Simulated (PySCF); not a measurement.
**C₆ coefficients of unlike pairs at MN15**

Calculated with PySCF 2.14 from the dipole response of each species, C₆(A,B) = (3/π) ∫ α_A(iu) α_B(iu) du, in atomic units, from isotropic polarisabilities. For ions this is the dispersion term alone; charge-induced terms of lower order in 1/R come first.

```tsv
species	configuration	basis	relativity	α (bohr³)	C₆ (like pair)
Xe³⁺	[Kr] 4d10 5s2 5p3 (4S)	aug-cc-pVQZ-DK3 (9s8p6d3f2g)	spin-free X2C	9.068	50.54
Ne⁺	[He] 2s2 2p5 (2P)	aug-cc-pwCVTZ (7s6p4d2f)	none	1.349	2.372
Ne²⁺	[He] 2s2 2p4 (3P)	aug-cc-pwCVTZ (7s6p4d2f)	none	0.8716	1.089
Ni⁺	[Ar] 3d9 (2D)	aug-cc-pVTZ (8s7p5d3f2g)	none	7.121	23.23
```

(1) Estimate C₆ for Ne⁺ with Xe³⁺.

No spin-orbit coupling is included.

The other pairs:

```tsv
pair	C₆
Ni⁺, Ne²⁺	4.703
Ni⁺, Ne⁺	7.048
Ne²⁺, Xe³⁺	6.866
Ni⁺, Xe³⁺	34.01
Ne²⁺, Ne⁺	1.603
```

Answers

(1) The integral gives 10.34. The combination rule 2 C_A C_B / (C_A α_B/α_A + C_B α_A/α_B) gives 10.22 and the geometric mean 10.95.
